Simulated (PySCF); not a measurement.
## [Bi(NH3)]3+ at several levels of theory

Computed with PySCF 2.14.0 (density fitting, no spin-orbit coupling) at the geometry relaxed with BP86:

```xyz
5
[Bi(NH3)]3+ (singlet)
Bi    0.0000    0.0000   -0.1893
N     0.0000    0.0000    2.1636
H     0.9794    0.0000    2.5814
H    -0.4897    0.8481    2.5814
H    -0.4897   -0.8482    2.5814
```

```
level                                              basis    state  HOMO (eV)  gap (eV)  charge on Bi1 (e)  dipole about the centre of mass (D)  largest force component (eV/Å)
 BP86     Bi def2-SVP with ECP60, N def2-SVP, H def2-SVP  singlet     -28.01      3.54               2.31                                 7.63                            0.00
   HF                                           the same  singlet     -31.61     11.72               2.44                                 6.91                            1.07
 BP86  Bi def2-TZVP with ECP60, N def2-TZVP, H def2-TZVP  singlet     -27.90      3.48               2.28                                 7.73                            0.38
 BP86          Bi x2c-SVPall, N x2c-SVPall, H x2c-SVPall  singlet     -28.02      3.53               2.32                                 7.58                            0.42
```

Charges are Mulliken's, which hang on the basis. The relaxation used the grid (50, 194), these runs (75, 302) or, all-electron (x2c bases, spin-free X2C Hamiltonian), (99, 590).

Q: A further run in the first row's basis gives HOMO (eV) -30.33, gap (eV) 7.87, charge on Bi1 (e) 2.34, dipole about the centre of mass (D) 7.38, largest force component (eV/Å) 0.41. Which level was it?
A. TPSSh
B. wB97X
C. CAM-B3LYP

A: C. The others give HOMO -28.35 eV (TPSSh); -31.25 eV (wB97X).

In the first row's basis the gap widens with exact exchange: 3.5 eV for BP86 (none); 4.6 eV for TPSSh (a fixed share); 7.9 to 11.7 eV for CAM-B3LYP, wB97X, Hartree–Fock (rising or full at long range).
